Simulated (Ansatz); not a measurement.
The same redistribution along the group F, Cl, Br.

Isolated molecules relaxed with PBE0-D4/def2-TZVP in Ansatz; ΔE leaves out vibrations. CCSD(T)/CBS is the MP2 limit (def2-TZVPP, def2-QZVPP) plus CCSD(T) − MP2 in def2-TZVPP, frozen cores. Functionals use def2-TZVPP. Elements past krypton have def2 core potentials. For Br, Cd, Ti outer-core shells are correlated without core-valence functions, which leaves a few kJ/mol of doubt a bond. Scalar relativity is left out up to krypton. Each species was taken in one conformer, which may not be the lowest.

```json
{"reaction": "`[CH3][Cd][F]` + `[OH][Ti]([OH])([OH])[SH]` → `[CH3][Cd][SH]` + `[OH][Ti]([OH])([OH])[F]`", "B97M-V (kJ/mol)": "-109", "PBE-D4 (kJ/mol)": "-108"}
{"reaction": "`[CH3][Cd][Cl]` + `[OH][Ti]([OH])([OH])[SH]` → `[CH3][Cd][SH]` + `[OH][Ti]([OH])([OH])[Cl]`", "B97M-V (kJ/mol)": "-21", "PBE-D4 (kJ/mol)": "-22"}
{"reaction": "`[CH3][Cd][Br]` + `[OH][Ti]([OH])([OH])[SH]` → `[CH3][Cd][SH]` + `[OH][Ti]([OH])([OH])[Br]`", "B97M-V (kJ/mol)": "-2", "PBE-D4 (kJ/mol)": "-4"}
```

Question: Give the CCSD(T)/CBS values in the same order. (Estimate.)

Answer: The calculation gave: -111, -21, -3 kJ/mol.

Largest T1 diagnostic: 0.025, for `[OH][Ti]([OH])([OH])[SH]`.
